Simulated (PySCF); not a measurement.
SMILES [SiH2]N([SiH3])[SiH3], doublet (PBE0/def2-SVP optimised geometry):

```
12

Si     0.752     0.680     0.000
N      0.183    -0.140     1.447
Si    -1.353     0.349     2.154
Si     1.187    -1.394     2.167
H      0.236     2.089     0.000
H      2.253     0.680     0.000
H     -1.972    -0.821     2.845
H     -2.253     0.826     1.061
H     -1.187     1.455     3.147
H      2.173    -0.831     3.141
H      1.941    -2.089     1.081
H      0.314    -2.370     2.883
```

Method: unrestricted PBE0/def2-TZVP in PySCF.

Q: What are the frontier orbital energies (α orbitals alone; a β orbital can be the lowest empty one) and the dipole moment?

A: HOMO-2 -9.44 eV, HOMO-1 -8.42 eV, HOMO -5.84 eV, LUMO -0.51 eV, LUMO+1 0.72 eV; dipole moment 0.26 D.

Meta-Löwdin charges at PBE0/def2-TZVP: Si1 0.41, N2 -0.84, Si3 0.59, Si4 0.59, H5 -0.08, H6 -0.08, H7 -0.09, H8 -0.10, H9 -0.11, H10 -0.11, H11 -0.10, H12 -0.09.
